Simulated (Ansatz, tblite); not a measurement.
Cost and result up the ladder for diphenyliodonium chloride, `[Cl-].c1ccc([I+]c2ccccc2)cc1` (24 atoms). Charge 0, multiplicity 1. Geometry: r2SCAN-D4/def2-SVP.

Ansatz on 4 threads of Arm Neoverse V2 on a shared host; xTB runs through tblite on one thread. Times are rough, summed over both states, and most runs start from the orbitals of an earlier one. PBE0-D4/def2-SVP serves as the yardstick here, not as an exact answer. The other state is a triplet.

In the def2 sets I takes a core potential; there is no spin–orbit coupling. The xTB rows come from tblite.

xTB has no spin-polarisation term.

```tsv
level	functions	wall time	vertical triplet (eV)	difference from PBE0-D4/def2-SVP (eV)
GFN2-xTB	76	0.042 s	2.08	0.89
GFN1-xTB	86	0.044 s	1.66	0.46
PBE-D4/def2-SVP	262	20 s	1.36	0.17
PBE0-D4/def2-SVP	262	42 s	1.19	0.00
```
